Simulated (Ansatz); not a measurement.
Ideal-gas functions of CH5FSn (`[CH3][SnH2][F]`) at 298.15 K and 1 bar, from an Ansatz frequency run at PBE0-D4/def2-TZVP.

Molar mass 154.76 g/mol, point group Cs (symmetry number 1), electronic degeneracy 1, moments of inertia 51.67, 95.981, 136.317 u Å². Harmonic wavenumbers (cm⁻¹, unscaled): 71, 152, 376, 513, 547, 596, 628, 704, 778, 793, 1231, 1449, 1452, 1953, 1956, 3071, 3166, 3174.

Use S(trans) = R[1.5 ln M + 2.5 ln T − 1.1517]; rotational temperatures θ = 24.2544 K / I; S(rot) = R[ln(√π/σ · √(T³/θAθBθC)) + 1.5]; for each mode x = 1.438777 ν̃/T, S = R[x/(eˣ − 1) − ln(1 − e⁻ˣ)] and H = RT x/(eˣ − 1); 1 cm⁻¹ = 0.0119627 kJ/mol; R = 8.31446 J/(mol·K).

Q: By hand: the entropy, in J/(mol·K).

A: Translation 171.7. Rotation: θ = 0.4694, 0.2527, 0.1779 K, giving 104.3. Vibration, mode by mode: 17.26, 11.08, 4.42, 2.62, 2.30, 1.91, 1.69, 1.26, 0.95, 0.89, 0.15, 0.06, 0.06, 0.01, 0.01, 0.00, 0.00, 0.00, in all 44.7. Electronic 0.0. Sum 320.7 J/(mol·K).

Q: By hand: H − E and G − E in kJ/mol, counted from the electronic energy.

A: Zero-point energy ½ × 22610 × 0.0119627 = 135.2; thermal vibration 7.3; translation, rotation and pV give 4 RT = 9.9. H − E = 152.4 kJ/mol, and G − E = 152.4 − 298.15 × 320.7/1000 = 56.8 kJ/mol.

Vibration gives 14 % of the entropy, 17.3 J/(mol·K) of it from the mode under 150 cm⁻¹: soft modes count most, and the harmonic formula is weakest for them.
